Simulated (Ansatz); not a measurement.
A nudged elastic band was laid between two geometries of F2Ge2H4 + H2 (10 atoms, charge 0, multiplicity 1).

Computed with RHF/def2-SVP (Ansatz 0.2.0).

```
movable images  : 9
climbing image  : yes
spring          : 5.0 eV/Å²
optimiser       : quadratic models (default)
start path      : through a guess of the saddle point
force threshold : 0.03 eV/Å
iteration limit : 55
end points      : relaxed
```

Initial state:

```xyz
10
Properties=species:S:1:pos:R:3
Ge 0.492 -0.397 0.209
Ge 0.428 -0.268 2.652
H -0.779 -1.066 3.154
H 1.722 -0.875 3.204
H 0.309 1.201 3.057
F 1.763 0.609 -0.370
F -0.931 0.342 -0.426
H 0.638 -1.737 -0.502
H -3.158 1.090 0.801
H -3.726 1.218 1.271
```

Final state:

```xyz
10
Properties=species:S:1:pos:R:3
Ge -0.576 0.144 -1.011
Ge -0.159 -0.167 3.611
H -0.518 -0.516 5.064
H 1.097 -0.940 3.203
H 0.071 1.342 3.497
F 0.406 0.500 0.352
F 0.292 0.779 -2.344
H -0.646 -1.362 -1.161
H -1.872 0.918 -0.874
H -1.337 -0.581 2.714
```

Which bonds break or form, and what moves?

Bonds broken: Ge1–Ge2, H9–H10. Bonds formed: Ge1–H9, Ge2–H10. F2Ge2H4 + H2 becomes F2GeH2 + GeH4.

Give the energies along the band, and the barrier.

It converged. The highest image is number 5 of 0 to 10, 361.5 kJ/mol above the first end and 389.9 kJ/mol above the last; the last end lies 28.5 kJ/mol below the first. Neighbouring images differ by up to 3.2 eV, so the band resolves the path poorly. A vibrational analysis at the climbing image gives one clearly imaginary mode, 1886i cm⁻¹: a first-order saddle point. The orbitals stay closed-shell, which can raise the energy where a bond breaks towards radicals; this wasn't checked here.

```csv
image,path coordinate (Å),energy (kJ/mol),Ge1–Ge2 (Å),H9–H10 (Å),Ge1–H9 (Å)
0,0.00,0.0,2.45,0.75,3.99
1,1.09,0.4,2.45,0.75,3.86
2,2.17,1.0,2.45,0.75,3.58
3,3.26,5.3,2.45,0.75,3.05
4,4.34,55.7,2.47,0.75,2.43
5,5.43,361.5,2.77,1.16,1.77
6,6.32,116.5,3.23,1.76,1.54
7,7.21,10.7,3.70,2.01,1.51
8,8.10,-23.4,4.17,2.52,1.51
9,8.99,-28.0,4.47,3.19,1.51
10,9.89,-28.5,4.65,3.93,1.52
```

What is the geometry of the highest image?


```xyz
10
Properties=species:S:1:pos:R:3
Ge -0.359 -0.010 0.032
Ge -0.037 -0.021 2.781
H -1.195 -0.372 3.729
H 1.066 -1.072 2.890
H 0.475 1.389 3.058
F 1.308 0.486 0.211
F -0.803 1.384 -0.855
H -0.260 -1.388 -0.569
H -2.071 -0.202 0.432
H -1.366 -0.077 1.340
```

The run took 6.8 min on 2 threads of Arm Neoverse V2, on a shared host, peak memory 0.35 GiB.
